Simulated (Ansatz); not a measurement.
Geometry optimisation, UHF/def2-SVP in Ansatz.

input.yaml

```yaml
crystal:
  periodic: [false, false, false]
  atoms:
    - { symbol: "N", position_ang: [-0.76122, -0.88886, -0.71053] }
    - { symbol: C, position_ang: [-0.1592, 0.20851, -0.82851] }
    - { symbol: Zn, position_ang: [0.79644, 0.88327, 0.83937] }
    - { symbol: H, position_ang: [-0.72572, -1.34494, 0.20739] }
    - { symbol: H, position_ang: [-0.24716, 0.6244, -1.83051] }
    - { symbol: H, position_ang: [1.09686, 0.51762, 2.32279] }
magnetization:
  spin_polarized: true
basis:
  gaussian: { orbitals: def2-SVP }
hamiltonian:
  xc: hf
relax:
  f_tol: 0.02
  max_steps: 50
```

Command:

```bash
$ ansatz run input.yaml --threads 1 --pin off --max-ram 2048MiB --backend cpu --events-out ev --progress --plain --runs-dir out
```

**Question.** Where does it end, and by what steps?

**Answer.** The forces met the threshold. After 7 steps the energy has fallen by 0.328 eV; H6 moved furthest, 0.65 Å.

```json
{"step": "0", "energy less start (eV)": "0.0000", "largest force component (eV/Å)": "0.909", "accepted": "yes"}
{"step": "1", "energy less start (eV)": "-0.1636", "largest force component (eV/Å)": "0.377", "accepted": "yes"}
{"step": "2", "energy less start (eV)": "-0.2465", "largest force component (eV/Å)": "0.507", "accepted": "yes"}
{"step": "3", "energy less start (eV)": "-0.2702", "largest force component (eV/Å)": "1.647", "accepted": "yes"}
{"step": "4", "energy less start (eV)": "-0.3215", "largest force component (eV/Å)": "0.153", "accepted": "yes"}
{"step": "5", "energy less start (eV)": "-0.3260", "largest force component (eV/Å)": "0.200", "accepted": "yes"}
{"step": "6", "energy less start (eV)": "-0.3277", "largest force component (eV/Å)": "0.135", "accepted": "yes"}
{"step": "7", "energy less start (eV)": "-0.3282", "largest force component (eV/Å)": "0.011", "accepted": "yes"}
```

```xyz
6
Properties=species:S:1:pos:R:3
N -0.885 -0.957 -0.946
C -0.195 0.072 -0.704
Zn 0.716 0.630 1.015
H -0.971 -1.561 -0.142
H -0.092 0.742 -1.570
H 1.427 1.075 2.346
```

The run took 8.7 s on 1 thread of AMD EPYC 9R45 96-Core Processor (Zen 5), on a shared host, peak memory 0.18 GiB.
